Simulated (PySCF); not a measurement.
C6H12OSi, SMILES C(C[SiH](CC=C)O)=C, GFN2-xTB optimised geometry.

```
20

Si     0.63    -0.23     0.00
O      0.32     1.36     0.00
C     -0.11    -1.10     1.54
C      0.31    -0.40     2.78
C     -0.47     0.37     3.52
C     -0.08    -1.06    -1.58
C     -1.56    -0.97    -1.62
C     -2.24    -0.04    -2.27
H      2.09    -0.23     0.00
H     -0.57     1.70    -0.07
H     -1.20    -1.10     1.48
H      0.22    -2.13     1.57
H      1.35    -0.53     3.06
H     -0.11     0.87     4.40
H     -1.51     0.52     3.27
H      0.35    -0.55    -2.44
H      0.23    -2.11    -1.62
H     -2.09    -1.70    -1.03
H     -1.74     0.71    -2.86
H     -3.31     0.01    -2.25
```

Density from CAM-B3LYP/def2-SVP (PySCF) at that geometry.

Minimum of the electron density along straight lines between bonded atoms, close to the bond critical point (lines longer than 1.1 times the sum of covalent radii, or with two minima, are not listed):

```json
[
 {"bond": "Si1–O2", "length / Å": "1.626", "ρ at the minimum / e bohr⁻³": "(withheld)", "∇²ρ there / e bohr⁻⁵": "1.08", "position (fraction from the first atom)": "0.41"},
 {"bond": "Si1–C3", "length / Å": "1.915", "ρ at the minimum / e bohr⁻³": "0.111", "∇²ρ there / e bohr⁻⁵": "0.30", "position (fraction from the first atom)": "0.38"},
 {"bond": "C3–C4", "length / Å": "1.487", "ρ at the minimum / e bohr⁻³": "0.260", "∇²ρ there / e bohr⁻⁵": "-0.62", "position (fraction from the first atom)": "0.49"},
 {"bond": "C4–C5", "length / Å": "1.321", "ρ at the minimum / e bohr⁻³": "0.348", "∇²ρ there / e bohr⁻⁵": "-0.95", "position (fraction from the first atom)": "0.51"},
 {"bond": "Si1–C6", "length / Å": "1.919", "ρ at the minimum / e bohr⁻³": "0.110", "∇²ρ there / e bohr⁻⁵": "0.29", "position (fraction from the first atom)": "0.38"},
 {"bond": "C6–C7", "length / Å": "1.488", "ρ at the minimum / e bohr⁻³": "0.260", "∇²ρ there / e bohr⁻⁵": "-0.61", "position (fraction from the first atom)": "0.49"},
 {"bond": "C7–C8", "length / Å": "1.322", "ρ at the minimum / e bohr⁻³": "0.348", "∇²ρ there / e bohr⁻⁵": "-0.95", "position (fraction from the first atom)": "0.51"},
 {"bond": "Si1–H9", "length / Å": "1.459", "ρ at the minimum / e bohr⁻³": "(withheld)", "∇²ρ there / e bohr⁻⁵": "0.34", "position (fraction from the first atom)": "0.49"},
 {"bond": "O2–H10", "length / Å": "0.954", "ρ at the minimum / e bohr⁻³": "0.353", "∇²ρ there / e bohr⁻⁵": "-2.44", "position (fraction from the first atom)": "0.82"},
 {"bond": "C3–H11", "length / Å": "1.092", "ρ at the minimum / e bohr⁻³": "0.271", "∇²ρ there / e bohr⁻⁵": "-0.97", "position (fraction from the first atom)": "0.62"},
 {"bond": "C3–H12", "length / Å": "1.090", "ρ at the minimum / e bohr⁻³": "0.271", "∇²ρ there / e bohr⁻⁵": "-0.96", "position (fraction from the first atom)": "0.62"},
 {"bond": "C4–H13", "length / Å": "1.082", "ρ at the minimum / e bohr⁻³": "0.283", "∇²ρ there / e bohr⁻⁵": "-1.08", "position (fraction from the first atom)": "0.63"},
 {"bond": "C5–H14", "length / Å": "1.076", "ρ at the minimum / e bohr⁻³": "0.283", "∇²ρ there / e bohr⁻⁵": "-1.09", "position (fraction from the first atom)": "0.64"},
 {"bond": "C5–H15", "length / Å": "1.078", "ρ at the minimum / e bohr⁻³": "0.281", "∇²ρ there / e bohr⁻⁵": "-1.07", "position (fraction from the first atom)": "0.63"},
 {"bond": "C6–H16", "length / Å": "1.089", "ρ at the minimum / e bohr⁻³": "0.273", "∇²ρ there / e bohr⁻⁵": "-0.98", "position (fraction from the first atom)": "0.63"},
 {"bond": "C6–H17", "length / Å": "1.088", "ρ at the minimum / e bohr⁻³": "0.272", "∇²ρ there / e bohr⁻⁵": "-0.97", "position (fraction from the first atom)": "0.62"},
 {"bond": "C7–H18", "length / Å": "1.083", "ρ at the minimum / e bohr⁻³": "0.283", "∇²ρ there / e bohr⁻⁵": "-1.08", "position (fraction from the first atom)": "0.63"},
 {"bond": "C8–H19", "length / Å": "1.078", "ρ at the minimum / e bohr⁻³": "0.282", "∇²ρ there / e bohr⁻⁵": "-1.08", "position (fraction from the first atom)": "0.63"},
 {"bond": "C8–H20", "length / Å": "1.077", "ρ at the minimum / e bohr⁻³": "0.283", "∇²ρ there / e bohr⁻⁵": "-1.09", "position (fraction from the first atom)": "0.64"}
]
```

### Question
What belongs in the gaps?

### Answer

- Si1–O2, ρ at the minimum / e bohr⁻³: 0.129
- Si1–H9, ρ at the minimum / e bohr⁻³: 0.120
